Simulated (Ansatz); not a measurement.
C3H8ClNSi (`C=CCN[SiH2]Cl`) at its PBE0-D4/def2-TZVP geometry, where that method's forces vanish. The species carries charge 0 and has multiplicity 1.

```xyz
14

C     0.8853   -0.2033    2.5480
C     0.0695   -0.4836    1.5424
C    -0.1454    0.4092    0.3645
N     0.1623   -0.2739   -0.8807
Si   -0.6626   -0.0183   -2.3429
Cl   -0.3037    1.8201   -3.2312
H     1.0122   -0.8803    3.3846
H     1.4527    0.7224    2.5724
H    -0.4821   -1.4211    1.5294
H     0.4396    1.3295    0.4874
H    -1.1991    0.7115    0.3251
H     1.1070   -0.6269   -0.9136
H    -0.2181   -1.0448   -3.3097
H    -2.1176   -0.0404   -2.0755
```

(1) What forces (eV/Å) does r2SCAN-D4/def2-TZVPP give on these atoms in Ansatz? (An estimate is asked.)

Answers

(1) Computed: 
```
C1   0.132  0.037  0.169
C2  -0.093 -0.090 -0.052
C3  -0.055  0.169  0.151
N4   0.011 -0.131 -0.185
Si5 -0.052 -0.059 -0.055
Cl6  0.010  0.074 -0.031
H7  -0.001  0.011 -0.012
H8  -0.010 -0.009 -0.004
H9  -0.005 -0.003 -0.013
H10  0.009  0.015  0.009
H11 -0.008 -0.001 -0.016
H12  0.045 -0.015  0.015
H13 -0.013  0.012  0.025
H14  0.029 -0.009  0.000
```
